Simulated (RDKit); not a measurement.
Job for RDKit: UFF on silylphosphine (SMILES [SiH3]P), a point of a torsion scan.

```python
from rdkit import Chem
from rdkit.Chem import AllChem, rdDetermineBonds

blocks = [
'''7

Si   -0.83449635    0.04072200   -0.04249058
P     1.37546370   -0.33400773   -0.08802787
H    -1.50380287   -0.87301589   -0.96853712
H    -1.15585436    1.41631108   -0.42750728
H    -1.27246435   -0.20534404    1.33021280
H     1.73233391    0.93708484   -0.49718266
H     1.40748704   -0.81342094   -1.38457070
''',
]
mol = None
for b in blocks:
    f = Chem.MolFromXYZBlock(b)
    rdDetermineBonds.DetermineBonds(f, charge=0)
    mol = f if mol is None else Chem.CombineMols(mol, f)
Chem.SanitizeMol(mol)
print(Chem.MolToSmiles(Chem.RemoveHs(mol)))
ff = AllChem.UFFGetMoleculeForceField(mol, vdwThresh=100.0, ignoreInterfragInteractions=False)
e = ff.CalcEnergy()
print(f'UFF energy {e:.6f} kcal/mol')
```

Program output:

```
[SiH3]P
UFF energy 3.927814 kcal/mol
```

The run finished.

Cost: about 0.04 core-seconds (a rough figure).
